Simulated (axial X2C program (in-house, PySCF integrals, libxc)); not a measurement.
Potential curves of NiAs, two-component

All values were computed with an axial X2C code built on PySCF integrals. Two-component (2c) means X2C with spin–orbit coupling and atomic mean-field two-electron Coulomb and Gaunt terms. Basis: As dyall-cv3z [9s9p6d4f1g], Ni dyall-cv3z [9s9p6d3f2g] (cores contracted in-house); Gaussian nuclei, density fitting, unrestricted open shells. Masses: As 74.922 u, Ni 57.935 u.

State: Ω = 7/2 (⟨Sz⟩ = 1.50, ⟨Lz⟩ = 2.00 at HF). Energies in eV from the fragments at the same level (As + Ni). Fits are polynomials in 1 − R0/R over 0.85 to 1.23 times the lowest point R0.

| R (Å) | CCSD |
| --- | --- |
| 2.0708 | -1.2734 |
| 2.1369 | -1.3697 |
| 2.2030 | -1.4034 |
| 2.2801 | -1.3848 |
| 2.3572 | -1.3217 |
| 2.4563 | -1.1966 |

Correlated methods: 15 electrons correlated (number of frozen shells: As 3 s, 2 p, 1 d; Ni 3 s, 2 p), 283 virtual spin orbitals or spinors in MP2, 90 natural virtuals in coupled cluster.

Occupations by symmetry block were frozen at the best pattern of an incomplete PBE0 search. De is counted from the lowest determinant-based energies of the atoms at the same level, without counterpoise correction. CCSD ran in a truncated set of natural virtual spinors with an MP2 remainder; without triples it tends to underbind. Other states lie close and PBE0, whose exact exchange favours high spin, may order them wrongly; the determinant shown need not be the ground state. The nearest other 2c determinant of the search, Ω = 3/2, lies 0.13 eV up at the distance of the search. With several unpaired electrons one determinant need not be a pure state. The T1 diagnostic is large, a sign of multireference character. Coupled cluster ran on the points near the minimum only. MP2 and coupled cluster on one determinant become unreliable at the stretched end.

What are Re, ωe and De at the CCSD level?

At CCSD, 2c: Re = 2.215 Å, ωe ≈ 289 cm⁻¹, De = 1.40 eV to As + Ni; Be follows as 0.105 cm⁻¹.
